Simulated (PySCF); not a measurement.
**Working out the ionisation energy of Rb⁺**

Rb⁺ [Kr] (1S) → Rb²⁺ [Ar] 3d10 4s2 4p5 (2P). All numbers are calculated (PySCF 2.14, a scalar-relativistic core potential, in def2-SVP with the def2 core potential (28 electrons) (5s3p2d, 24 functions)). Frozen: 4s2. Energies in hartree (1 hartree = 27.21139 eV):

```json
{"part": "UHF", "Rb⁺ (lower)": "-23.662541", "Rb²⁺ (upper)": "-22.683806"}
{"part": "CCSD correlation", "Rb⁺ (lower)": "-0.041744", "Rb²⁺ (upper)": "-0.022081"}
{"part": "(T)", "Rb⁺ (lower)": "-0.000552", "Rb²⁺ (upper)": "-0.000185"}
```

Question: What does Hartree-Fock give?

Answer: (-22.683806) − (-23.662541) = 0.978735 hartree = 26.633 eV.

Question: What do CCSD and CCSD(T) give?

Answer: The CCSD correlation energies differ by 0.019663 hartree = 0.535 eV and the triples by 0.000367 hartree = 0.010 eV, so CCSD gives 27.168 eV and CCSD(T) 27.178 eV.

Reference: 27.290 eV (measured; NIST Atomic Spectra Database, ionization energies), between the lowest levels; spin-orbit coupling is absent from the calculation.

A double-zeta basis recovers only part of the correlation energy.

What remains against the reference includes basis incompleteness, the frozen core and higher excitations.
